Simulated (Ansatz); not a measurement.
Ansatz (a program for electronic structure) input (CCSD(T)/aug-cc-pVDZ):

Ansatz 0.2 input:
```yaml
crystal:
  periodic: [false, false, false]
  atoms:
    - {symbol: B, position_ang: [0.56760924, -0.06654233, 0.01874921]}
    - {symbol: C, position_ang: [-0.54864150, -1.14501378, 0.19347718]}
    - {symbol: O, position_ang: [0.42484273, 1.24175753, -0.21195456]}
    - {symbol: H, position_ang: [-1.56334642, -0.73171472, 0.10845771]}
    - {symbol: H, position_ang: [-0.43550211, -1.93414676, -0.55431195]}
    - {symbol: H, position_ang: [-0.45705539, -1.63291642, 1.16727539]}
    - {symbol: H, position_ang: [-0.48903509, 1.56751200, -0.28039384]}
basis:
  gaussian:
    orbitals: aug-cc-pVDZ
magnetization: {spin_polarized: true, initial_magnetization: 1}
correlation: {method: ccsd_t, electrons: outside_noble_gas}
output: {forces: true}
```

Output:

```
Functional definition: HF
integrals: 0.24 GiB planned
1021 factors; integrals over basis functions are off by at most 7.9e-4 eV
mean field: 0.27 GiB planned
mean field evaluation 1: about -3799.0520 eV, gradient 2.8e1 eV
mean field evaluation 2: about -3799.0525 eV, gradient 2.8e1 eV
mean field evaluation 4: about -3802.8348 eV, gradient 3.2e0 eV
mean field evaluation 8: about -3802.9794 eV, gradient 2.0e-1 eV
mean field evaluation 16: about -3802.9499 eV, gradient 1.3e0 eV
mean field evaluation 32: about -3799.7500 eV, gradient 2.9e-3 eV
mean field -3802.98039371 eV, -139.7569517163 hartree, gradient 2.3e-6 eV, S^2 0.753885; 1 other end points of the search recorded, 0 dependent functions left out
determinant -3802.98039371 eV, -139.7569517163 hartree, with singles and doubles -3815.05951103 eV, -140.2008510902 hartree
determinant -3799.75001306 eV, -139.6382374169 hartree, with singles and doubles -3811.94250815 eV, -140.0863033471 hartree
3 core orbitals not correlated
reference -3802.98039371 eV, -139.7569517163 hartree; 9, 8 occupied and 93, 94 virtual orbitals, 1021 factors
densities: 1.68 GiB planned
second order -11.29458865 eV of doubles, -0.00000000 eV of singles
coupled cluster: 0.97 GiB planned
cycle   1  -12.04778220 eV  change   -4.6e-1 eV  update   2.9e-2
cycle   2  -12.07727033 eV  change   -2.9e-2 eV  update   7.6e-3
cycle   3  -12.08003039 eV  change   -2.8e-3 eV  update   4.5e-3
cycle   4  -12.08149902 eV  change   -1.5e-3 eV  update   1.8e-3
cycle   5  -12.08163535 eV  change   -1.4e-4 eV  update   8.0e-4
cycle   6  -12.08178832 eV  change   -1.5e-4 eV  update   3.3e-4
cycle   7  -12.08185912 eV  change   -7.1e-5 eV  update   1.2e-4
cycle   8  -12.08187134 eV  change   -1.2e-5 eV  update   4.2e-5
cycle   9  -12.08187499 eV  change   -3.6e-6 eV  update   1.6e-5
cycle  10  -12.08187312 eV  change    1.9e-6 eV  update   6.8e-6
cycle  11  -12.08187252 eV  change    6.0e-7 eV  update   2.9e-6
perturbative correction -0.36789027 eV, -0.0135197180 hartree
the calculation of the forces begins
Total energy: -3815.43015651 eV, -140.2144720602 hartree
Atom 0 at     0.567609    -0.066542     0.018749 Å, force     0.460253    -0.681815     0.125061 eV/Å
Atom 1 at    -0.548642    -1.145014     0.193477 Å, force    -0.119938    -0.028407     0.003469 eV/Å
Atom 2 at     0.424843     1.241758    -0.211955 Å, force     0.048760     1.131798    -0.197423 eV/Å
Atom 3 at    -1.563346    -0.731715     0.108458 Å, force    -0.388373     0.168194    -0.034292 eV/Å
Atom 4 at    -0.435502    -1.934147    -0.554312 Å, force     0.055069    -0.329154    -0.322797 eV/Å
Atom 5 at    -0.457055    -1.632916     1.167275 Å, force     0.045812    -0.199779     0.416609 eV/Å
Atom 6 at    -0.489035     1.567512    -0.280394 Å, force    -0.101584    -0.060837     0.009373 eV/Å
Dipole moment:    -0.465196     0.002489    -0.006259 e Å
```

It need not be the lowest isomer of its formula.
